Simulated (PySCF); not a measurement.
# What a mistake does to a calculation on B2H2O

All numbers below are calculated, not measured. The program is PySCF 2.14.0, an open-source quantum chemistry code, run on an isolated molecule that a program drew, which may never have been made. The molecule is B2H2O (charge 0, singlet), drawn as the SMILES string `BB=O`.

Each row is a Hartree-Fock (HF) and frozen-core CCSD(T) single point in the cc-pVDZ basis, meant for a local HF minimum. Run 1 is clean. Each other run has one planted mistake out of seven kinds, and not every kind appears here: one electron removed, one electron added, multiplicity raised by two, geometry at a saddle point, minimal basis STO-3G, one bond length entered in bohr, all coordinates scaled. The reference is restricted for singlets and unrestricted otherwise, and also for a bond in bohr. Adding or removing an electron swaps singlet and doublet. Electrons count all cores. HOMO and LUMO are orbital energies over both spins, the gradient is its largest component, and the lowest frequency (negative if imaginary) is given only where the gradient is small. Bond lengths are over the 4 bonds as drawn. T1 is the CCSD diagnostic: over 0.02 (restricted) or 0.045 (unrestricted) a single reference is doubtful.

Geometry of the clean run:
```xyz
5
B2H2O, angstrom
B     1.8711   -1.5153    0.0784
B     2.5916   -0.0342   -0.3476
O     3.0944    0.9995   -0.6448
H     1.4106   -2.2208   -0.7670
H     1.8255   -1.8502    1.2230
```

```
run  electrons  basis functions  <S^2>  HOMO (eV)  LUMO (eV)  gradient (hartree/bohr)  lowest frequency (cm^-1)  mean bond (Å)  longest bond (Å)      T1  HF (hartree)  CCSD(T) (hartree)                     mistake
  1         20               52  0.000     -13.65       0.34                  4.0e-06                       334         1.3189             1.701  0.0201    -125.42425         -125.79591                    no fault
  2         20               52  0.000     -14.14       0.56                  1.9e-01                         -         1.2253             1.580  0.0169    -125.39366         -125.75480      all coordinates scaled
  3         20               52  2.014      -9.24      -3.52                  5.7e-02                         -         1.3189             1.701  0.0313    -125.25265         -125.62268  multiplicity raised by two
  4         20               17  0.000     -11.24       4.95                  2.1e-02                         -         1.3189             1.701  0.0218    -123.76556         -123.94290                           ?
  5         19               52  0.888     -19.94     -11.48                  9.1e-02                         -         1.3189             1.701  0.0564    -124.94767         -125.30947                           ?
```

**Which mistake was planted in run 4, and what did it cost?**

It has 17 basis functions where the clean run has 52, with the same electrons and geometry. So the mistake is: minimal basis STO-3G. Subtracting run 1 and multiplying by 627.51 kcal/mol a hartree, the energy moved by 1040.8 kcal/mol in HF and 1162.8 kcal/mol in CCSD(T).

**Which mistake was planted in run 5, and what did it cost?**

It counts 19 electrons, one fewer than the clean run, at the same geometry and basis. So the mistake is: one electron removed. Subtracting run 1 and multiplying by 627.51 kcal/mol a hartree, the energy moved by 299.1 kcal/mol in HF and 305.2 kcal/mol in CCSD(T).

Cautions from the logs. Run 1: T1 is over the limit, so its CCSD(T) energy is less reliable; run 4: T1 is over the limit, so its CCSD(T) energy is less reliable; run 5: T1 is over the limit, so its CCSD(T) energy is less reliable.
